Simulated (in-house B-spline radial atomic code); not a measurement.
# RPA and G0W0 on BLYP: Au6+

Configuration [Xe] 4f14 5d5, highest spin, mean-field start BLYP. Computed with a B-spline radial code for spherical atoms: all electrons, scalar-relativistic (spin-free one-electron X2C), finite nucleus, each spin shell either full or empty, empty states to l = 9 with an (l + 1/2)⁻⁴ tail; G0W0 by contour deformation at full frequency.

Without the two-electron picture change, the correlation of inner shells comes somewhat too large for so heavy an element.

Command:
```bash
python run_gw.py task.json out
```
Settings (radii: box in bohr, nucleus in fm):
```
Z                        79
electrons                73
configuration            [Xe] 4f14 5d5
hamiltonian              x2c
method                   b88,lyp
lmax                     9
rms_radius               5.4371
spin_polarised           True
box_radius               9.29
intervals                66
```

Cost of the run: 12 s on 1 thread of Arm Neoverse N1, with other jobs on the host.

Energies (hartree):

```csv
term,value
mean-field total,-19006.77287
Hartree-Fock functional on these orbitals,-19000.25503
direct second order,-7.5226
second-order exchange,1.8812
SOSEX correction,1.7774
```

(1) What is the RPA correlation energy, and what remains with SOSEX?

Quasi-particle levels (eV):

```json
{"level": "5d up", "occupied": "yes", "mean field": "-87.73", "Σx - vxc": "-9.17", "Σc": "?", "QP weight": "?", "G0W0": "?"}
{"level": "5p down", "occupied": "yes", "mean field": "-142.77", "Σx - vxc": "-10.26", "Σc": "-0.18", "QP weight": "0.948", "G0W0": "-153.22"}
{"level": "4f down", "occupied": "yes", "mean field": "-168.98", "Σx - vxc": "-24.24", "Σc": "7.35", "QP weight": "0.896", "G0W0": "-185.88"}
{"level": "5d down", "occupied": "no", "mean field": "-83.61", "Σx - vxc": "10.37", "Σc": "-3.47", "QP weight": "0.961", "G0W0": "-76.70"}
```

G0W0 = mean field + (Σx - vxc) + Σc, with Σc (partial-wave tail included) taken at the quasi-particle energy. Only the outer levels were computed. Levels of low weight are left out.

(2) Where does G0W0 put 5d up?

Answers

(1) RPA gives -6.632 hartree (-2.47 eV per electron); RPA + SOSEX gives -4.8546, and the second-order doubles -5.6414 hartree (no singles). SOSEX takes back 27 % of the RPA value.

(2) At -97.19 eV, with Σc = -0.29 eV and a quasi-particle weight of 0.959. The tabulated removal energy is 94 ± 2 eV (NIST, tabulated theory); the calculation leaves out spin-orbit coupling, Breit and QED terms, and what these don't explain is the method's own error.
